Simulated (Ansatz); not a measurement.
Gas-phase electronic energies from Ansatz, PBE0-D4/def2-TZVP geometries. CCSD(T)/CBS is the MP2 limit (def2-TZVPP, def2-QZVPP) plus CCSD(T) − MP2 in def2-TZVPP, frozen cores. This one scheme is used for every species. DFT in def2-TZVPP. B3LYP here is the variant with VWN-RPA as its local correlation; programs differ in this. Triplets are unrestricted, without spin–orbit coupling. def2 core potentials past Kr. For Sb outer-core shells are correlated without core-valence functions, which leaves a few kJ/mol of doubt a bond. Each species was taken in one conformer, which may not be the lowest.

`[NH2][SbH][CH2]O` → `[CH2]` (triplet) + `[NH2][SbH][OH]`  (formal loss of a carbene)

```tsv
level	ΔE (kcal/mol)	difference from CCSD(T)/CBS
PBE0-D4	79.5	0.7
B3LYP-D4	77.6	-1.2
ωB97X-V	81.5	2.7
ωB97M-V	79.7	0.9
B2PLYP	76.2	-2.6
r2SCAN	72.5	-6.3
HF/def2-TZVPP	44.1	-34.7
MP2/def2-TZVPP	79.2	0.4
SCS-MP2/def2-TZVPP	79.5	0.7
CCSD/def2-TZVPP	74.8	-4.0
CCSD(T)/def2-TZVPP	77.4	-1.4
MP2/def2-QZVPP	79.8	1.0
SCS-MP2/def2-QZVPP	80.4	1.6
HF/CBS(def2)	43.2	-35.6
MP2/CBS(def2)	80.6	1.8
CCSD/CBS(def2)	76.2	-2.6
CCSD(T)/CBS	78.8	0
```

Largest T1 diagnostic among the species: 0.014.

From PBE to PBE0 (25 % exact exchange), in def2-TZVPP and without D4, ΔE moves by −1.5 kcal/mol. The D4 term adds +2.6 kcal/mol with B3LYP and +1.4 kcal/mol with PBE0; it sums over pairs of atoms, weighted by their polarisabilities, and B3LYP, whose exchange is more repulsive, gets the larger term. In def2-TZVPP, CCSD(T) changes the Hartree–Fock value by +33.3 kcal/mol (the triples alone add +2.6 kcal/mol) and MP2 by +35.2 kcal/mol.
